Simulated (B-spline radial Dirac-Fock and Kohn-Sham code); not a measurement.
**Run log: Sc²⁺**

ΔSCF core binding energies without Breit or QED terms, calculated with a radial B-spline solver. Keys: rel is the Hamiltonian (dirac, or spin-free x2c and nr, where L3 and M5 stand for the whole 2p and 3d shells), method is hf or an exchange,correlation pair (spin-unpolarised, also for the hole states), nuc the nuclear model, radius_factor scales its radius, rmax is the box in bohr, h the logarithmic mesh step, order the B-spline order, points the quadrature points per cell, c_factor scales the speed of light, and damp, ndamp, maxit and tol steer the iteration. The run stops when the commutator error falls below 10·tol·max(1, Z/10), or the numerical noise floor, and the energy has settled to about 1e-8 Ha; the virial ratio is −V/T.

Input (task.json):

```json
{"items": [{"Z": 21, "q": 2, "cfg": [[1, 0, 2], [2, 0, 2], [2, 1, 6], [3, 0, 2], [3, 1, 6], [3, 2, 1]], "A": 45, "rrms": 3.5459, "do": "settings", "holes": ["K", "L3", "M5"],
  "settings": [{"rel": "dirac", "method": "hf", "nuc": "fermi", "radius_factor": 1.0, "rmax": 45.0, "h": 0.22, "order": 8, "points": 10, "c_factor": 1.0, "maxit": 60, "damp": 0.5, "ndamp": 3, "tol": 1e-08}]}]}
```

Command: `python xray2_run.py task.json out`

Ground-state iterations:

```
iter   energy (Ha)        error
   1     -756.94808598  5.82e-01
   2     -761.95591937  1.76e-01
   3     -762.62853321  5.92e-02
   4     -762.71862295  1.96e-02
   5     -762.73034451  7.00e-03
   6     -762.73185604  5.34e-04
   7     -762.73186847  5.68e-05
   8     -762.73186876  1.38e-05
   9     -762.73186877  7.93e-07
  10     -762.73186877  5.43e-08
```

The ground state converged in 10 iterations, with total energy -762.73187 Ha, virial ratio 1.99044 and highest orbital energy -24.44 eV. ΔSCF binding energies: K (1s) 4523.3 eV, L3 (2p3/2) 428.1 eV. Holes are computed only in closed shells, and unreliable hole states are left out.
